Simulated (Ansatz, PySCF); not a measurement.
System: sum formula H2SiOCl3, net charge 1, singlet state. It need not be the lowest isomer of its formula. 
Structure (B3LYP-D3(BJ)/def2-TZVP (Ansatz, a first-principles code) minimum search):
```
Si
O 1 1.8300
H 2 0.9741 1 122.29
H 2 0.9741 3 111.98 1 -159.50
Cl 1 1.9890 2 100.64 3 40.99
Cl 1 1.9890 2 100.64 3 161.60
Cl 1 1.9899 2 104.78 3 -78.70
```
Charge +1, spin multiplicity 1.

Total electronic energies in hartree. Correlated levels leave the core frozen unless marked. Spin-orbit coupling is left out. Non-relativistic. CBS marks a two-point X^-3 extrapolation of the correlation energy; Hartree-Fock from the larger set. [CCSD(T)-MP2]/basis is that difference in the basis named.

```csv
level,program,energy (Eh)
HF/6-31G,Ansatz,-1743.08219
HF-D3(BJ)/def2-TZVPD,PySCF + dftd3,-1743.52472
RI-HF/cc-pV(T+d)Z,Ansatz,-1743.49095
RI-HF/cc-pV(Q+d)Z,Ansatz,-1743.51206
PBE/def2-TZVPD,Ansatz,-1745.71059
BLYP-D4/def2-TZVPD,Ansatz + dftd4,-1746.49276
BLYP/def2-TZVPD,PySCF,-1746.47332
revPBE-D3(BJ)/def2-TZVPD,Ansatz + dftd3,-1746.17848
revPBE-D4/def2-TZVPD,Ansatz + dftd4,-1746.18141
r2SCAN-D4/def2-TZVPD,Ansatz + dftd4,-1746.35532
PBE0-D3(BJ)/def2-TZVP,Ansatz + dftd3,-1745.85556
PBE0-D4/def2-TZVPD,Ansatz + dftd4,-1745.85696
TPSSh-D3(BJ)/def2-TZVPD,PySCF + dftd3,-1746.56692
r2SCAN0/def2-TZVPD,Ansatz,-1746.32815
LC-wPBE/def2-TZVPD,Ansatz,-1745.98982
wB97M-V/def2-TZVPD,Ansatz,-1746.40103
B2GP-PLYP-D3(BJ)/def2-TZVPD,Ansatz + dftd3,-1745.76223
RPA@PBE/cc-pV(T+d)Z,Ansatz,-1744.90669
MP2/6-31G*,Ansatz,-1743.92237
SCS-MP2/cc-pVTZ,Ansatz,-1744.37564
SCS-MP2/cc-pwCVTZ,Ansatz,-1744.40575
"RI-MP2/CBS(cc-pV(T+d)Z,cc-pV(Q+d)Z)+[CCSD(T)-MP2]/cc-pV(D+d)Z",Ansatz,-1744.6404
"RI-MP2/CBS(cc-pV(T+d)Z,cc-pV(Q+d)Z)+[CCSD(T)-MP2]/cc-pV(T+d)Z",Ansatz,-1744.6669
```

Totals of different functionals don't rank their quality; only differences between species are comparable.
